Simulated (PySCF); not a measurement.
Compound: C4H3ClF2Si.
Cartesian coordinates in Å at the PBE0-D3(BJ)/def2-SVP level; atoms count from 1:
```
atom  x, y, z in Å
F1     0.126    2.583   -0.528
C2    -0.034    1.297   -0.264
C3    -1.143    0.760    0.268
C4    -1.076   -0.707    0.493
C5     0.053   -1.373    0.168
Si6    1.210   -0.099   -0.500
F7     1.648   -0.309   -2.042
Cl8    2.934    0.191    0.562
H9    -2.032    1.339    0.529
H10   -1.951   -1.204    0.925
H11    0.172   -2.446    0.314
```

Theory: core-valence-separated Tamm–Dancoff BHandHLYP/aug-pcX-1 (pcseg-1 on H, def2-SVPD on Si, def2-SVPD on Cl) in PySCF, non-relativistic, gas phase, PBE0-D3(BJ)/def2-SVP geometry. Absolute energies from this functional tend to lie a few eV below measured edges; no shift was applied.

The lowest roots of each edge with f over 0.003 (five at most, numbered afresh; weaker and dark ones are left out), with transition dipoles (au) in the frame of the coordinates:

| root | edge | E (eV) | μx | μy | μz |
| --- | --- | --- | --- | --- | --- |
| 1 | C | 281.74 | 0.0285 | 0.0127 | 0.0722 |
| 2 | C | 282.26 | -0.0292 | -0.0131 | -0.0741 |
| 3 | C | 282.37 | 0.0326 | 0.0137 | 0.0815 |
| 4 | C | 283.65 | -0.0329 | -0.0125 | -0.0822 |
| 5 | C | 285.85 | 0.0087 | -0.0422 | 0.0051 |
| 6 | F | 684.27 | -0.0140 | 0.0022 | 0.0189 |
| 7 | F | 684.78 | 0.0079 | 0.0046 | 0.0198 |
| 8 | F | 685.75 | -0.0115 | -0.0033 | -0.0222 |
| 9 | F | 686.17 | -0.0016 | -0.0366 | 0.0076 |
| 10 | F | 686.97 | 0.0024 | -0.0297 | 0.0035 |

Task: What are the oscillator strengths?

Result: f = (2/3) ΔE |μ|², with ΔE in hartree (27.2114 eV):

```tsv
root	ΔE (Eh)	|μ|² (au)	f	core hole on
1	10.3537	0.006186	0.043	C5
2	10.3728	0.006515	0.045	C4
3	10.3769	0.007893	0.055	C3
4	10.4240	0.007995	0.055	C2
5	10.5048	0.001883	0.013	C5
6	25.1464	0.000558	0.009	F7
7	25.1653	0.000476	0.008	F1
8	25.2007	0.000636	0.011	F7
9	25.2164	0.001400	0.024	F1
10	25.2456	0.000900	0.015	F7
```

Task: Molecules are fixed in this frame and the field points along (1, 0, −1)/√2. What effective strengths 3 f cos²θ do the roots have (θ between field and μ)?

Result: root 1 (C5): 0.020, root 2 (C4): 0.021, root 3 (C3): 0.025, root 4 (C2): 0.025, root 5 (C5): 0.000, root 6 (F7): 0.027, root 7 (F1): 0.004, root 8 (F7): 0.003, root 9 (F1): 0.002, root 10 (F7): 0.000. Averaged over all orientations cos²θ is 1/3, which gives f back.

